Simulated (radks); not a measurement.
The platinum ion Pt5+ is in [Xe] 4f14 5d5. Calculated with a radial shooting solver on a logarithmic mesh with Libxc functionals: scalar-relativistic Kohn-Sham, BLYP, spin-polarised, spherical densities, finite nucleus; Fermi nuclear charge, rms radius of each element as measured or else 0.836 A^(1/3) + 0.57 fm. Open shells are filled with parallel spins first. One electron is removed from 5d, 4f, 5p, 5s in turn, with full relaxation. Which removal costs least, and what does each cost?

Answer. 5d 76.715 eV; 5p 128.62 eV; 4f 152.62 eV; 5s 176.72 eV. The 5d electron leaves first.
